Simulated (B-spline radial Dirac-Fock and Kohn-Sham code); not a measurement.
**What relativity does to the binding energies of I⁺**

System: the I⁺ ion, [Kr] 4d10 5s2 5p4.

Both columns are ΔSCF binding energies of the configuration average from a radial B-spline solver: non-relativistic Hartree-Fock with a point nucleus, and Dirac-Fock with a finite nucleus and the Coulomb interaction alone, averaged over the two j levels with weights 2j+1.

```tsv
shell	Hartree-Fock (eV)	Dirac-Fock (eV)	shift (eV)	shift (%)
1s	31979.0	33303.3	+1324.30	+4.14
2s	4899.1	5226.1	+327.00	+6.67
2p	4588.7	4684.9	+96.25	+2.10
3s	1026.8	1096.7	+69.89	+6.81
3p	895.4	916.9	+21.47	+2.40
3d	653.3	643.6	-9.78	-1.50
4s	201.5	215.4	+13.85	+6.87
4d	70.53	67.95	-2.58	-3.65
5s	29.91	31.53	+1.62	+5.42
5p	18.96	19.02	+0.06	+0.32
```

Relativity binds 1s, 2s, 2p, 3s, 3p, 4s, 5s, 5p more strongly, among those listed most of all 4s in relative terms, and 3d, 4d more weakly, because the contracted s and p shells screen the nucleus better.

Values without a named source are computed, but for edge energies of neutral atoms, which are taken from tables.
